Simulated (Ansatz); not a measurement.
CH4BrOSi (`CO[SiH]Br`) radical. Charge 0, multiplicity 2.

```xyz
8

C     0.2299    0.9189    0.7634
O    -0.4702   -0.2808    0.5060
Si   -0.7911   -0.9336   -0.9541
Br    1.0742   -1.0943   -2.1802
H    -0.3240    1.7850    0.3895
H     1.2201    0.9025    0.2997
H     0.3436    1.0123    1.8436
H    -1.2826   -2.3100   -0.6679
```

List the harmonic frequencies (cm⁻¹, unscaled) at PBE0-D4/def2-TZVP in Ansatz. (Best estimate.)

The calculation gave: 68, 90, 174, 280, 415, 656, 733, 799, 1154, 1181, 1210, 1478, 1495, 1496, 2181, 3036, 3106, 3139.

Is this a minimum?

Yes, all 18 modes are real.

Give the ideal-gas thermochemistry at 298.15 K and 1 bar (rigid rotor, harmonic oscillator; point group C1, symmetry number 1).

Zero-point energy 135.7 kJ/mol; H(298) − E = 154.2 kJ/mol; entropy 347.0 J/(mol·K), of which translation 170.5, rotation 113.4, vibration 57.3, electronic 5.8; G(298) − E = 50.8 kJ/mol. Modes under 100 cm⁻¹ are hindered rotations or soft bends, so the harmonic entropy is rough.

Rotational constants (cm⁻¹)?

0.2618, 0.06028, 0.0504.
